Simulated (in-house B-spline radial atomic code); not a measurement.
Atomic self-consistent-field run: W²⁺. Level of theory: Dirac-Kohn-Sham PBEsol, spherical fractional occupations, Fermi nucleus of rms radius 5.3658 fm; calculated with a radial B-spline atomic code at the basis-set limit.

Command:
```bash
python run_scf.py task.json out
```
Settings (nuclear radius in fm, mass in u):
```
Z                74
configuration    [Xe] 4f14 5d4
hamiltonian      dirac
method           pbesol
spin_polarised   False
nucleus          fermi
rms_radius       5.3658
atomic_mass      183.95093
speed_of_light   137.035999084
```

Output (hartree, bohr):
```
 radial grid: 78 intervals, B-splines of order 8, outer radius 53.7037 bohr

 iter        energy (Eh)    residual
    1      -16156.576199    5.10e-01
    2      -16157.025960    1.74e-01
    3      -16157.536070    7.53e-02
    4      -16157.638258    2.99e-02
    5      -16157.595839    5.48e-02
    6      -16157.658391    2.12e-03
    7      -16157.658478    1.81e-04
    8      -16157.658479    9.20e-05
    9      -16157.658480    2.56e-06
   10      -16157.658480    4.34e-08

 total energy                    -16157.65848
 kinetic                           18193.7210
 electron-nucleus                 -40314.4037
 Hartree                            6282.8621
 exchange-correlation               -319.8380

 first-order corrections (not in the total)
   Gaunt                            19.2422
   retardation                      -2.0399
   frequency dependence             -0.3290
   self-energy                      14.0096
   Uehling                          -2.6296
   Wichmann-Kroll                    0.1044
   recoil                            0.0297

 orbital      occ     eigenvalue          <r>       <r^2>       <1/r>     <1/r^2>       r_max    small
 1s1/2      2.000     -2549.0231    0.0183545 0.000463407     87.0124     18194.4     0.01146  7.78e-02
 2s1/2      2.000      -440.1821    0.0769724  0.00706688     21.1759      2475.3      0.0659  1.76e-02
 2p1/2      2.000      -421.0973    0.0636637  0.00504382     21.1492     782.565     0.04897  1.77e-02
 2p3/2      4.000      -371.4155    0.0716193  0.00624416     17.7669     431.164      0.0558  1.60e-02
 3s1/2      2.000      -101.8173     0.200648   0.0461672     7.77223     556.001      0.1856  5.80e-03
 3p1/2      2.000       -93.2898     0.190604   0.0423476     7.69013     178.584      0.1737  5.75e-03
 3p3/2      4.000       -82.5484     0.205358   0.0489376     6.81526     99.8353      0.1878  5.25e-03
 3d3/2      4.000       -68.1394     0.179691   0.0379331     6.70977     56.4274       0.147  5.14e-03
 3d5/2      6.000       -65.8025     0.184227   0.0397412      6.5032     52.2656      0.1509  5.00e-03
 4s1/2      2.000       -21.4597     0.449588     0.22846     3.26773     138.948      0.4212  1.91e-03
 4p1/2      2.000       -17.9201     0.454648    0.235551      3.1583     43.6551      0.4208  1.82e-03
 4p3/2      4.000       -15.4275     0.488006    0.271067     2.85283     24.4518      0.4505  1.63e-03
 4d3/2      4.000        -9.6027     0.504841    0.295632      2.6383     12.6783      0.4471  1.44e-03
 4d5/2      6.000        -9.1433      0.51629    0.309032     2.56515      11.704      0.4565  1.39e-03
 5s1/2      2.000        -3.4895      1.06827     1.28294     1.26402      25.085      0.9635  4.27e-04
 5p1/2      2.000        -2.4404      1.17644     1.56844      1.1337     6.95311       1.034  3.51e-04
 5p3/2      4.000        -2.0783       1.2795     1.85627     1.02598     3.87369       1.118  2.99e-04
 4f5/2      6.000        -1.8548     0.602893    0.456526     2.10078     5.64043      0.4259  9.82e-04
 4f7/2      8.000        -1.7725     0.612586     0.47217     2.06964     5.47204      0.4309  9.60e-04
 5d3/2      1.600        -0.7499       1.8402     3.97599    0.704806     1.15679       1.451  1.44e-04
 5d5/2      2.400        -0.7190      1.89789     4.22931    0.681577     1.05326       1.495  1.35e-04
```

Time taken, with all properties: 2.5 s on 1 thread of Arm Neoverse V1, on a shared host.

For the Dirac Hamiltonian the kinetic term is c α·p + (β - 1)c².
